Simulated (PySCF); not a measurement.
How methods differ on the excitation energy of Rh²⁺

Rh²⁺ [Kr] 4d7 (4F) → Rh²⁺ [Kr] 4d6 5s1 (6D), as a difference of total energies. Computed with PySCF 2.14 in x2c-TZVPPall with one added diffuse shell each of s, p, d, f type (9s7p7d3f1g, 95 functions), with scalar relativity by spin-free X2C-1e. Correlated levels: valence: [Kr] frozen; valence and next inner shell: [Ar] 3d10 frozen. The calculations carry no spin-orbit coupling.

| method | excitation energy (eV) |
| --- | --- |
| UHF | 4.836 |
| LDA | 5.137 |
| PBE | 5.194 |
| PBE0 | 5.317 |
| r2SCAN | 5.208 |
| BLYP | 5.254 |
| PW91 | 5.213 |
| r2SCAN0 | 5.284 |
| wB97X | 6.044 |
| MP2 (valence) | 5.433 |
| SCS-MP2 (valence) | 5.920 |
| MP2 (valence and next inner shell) | 5.076 |
| SCS-MP2 (valence and next inner shell) | 5.402 |

Question: How much does correlation contribute at MP2 (valence and next inner shell)?

Answer: 5.076 − (4.836) = 0.240 eV, measured against UHF.

A first-order spin-orbit estimate (lowest level to lowest level, LS coupling) adds 0.075 eV.
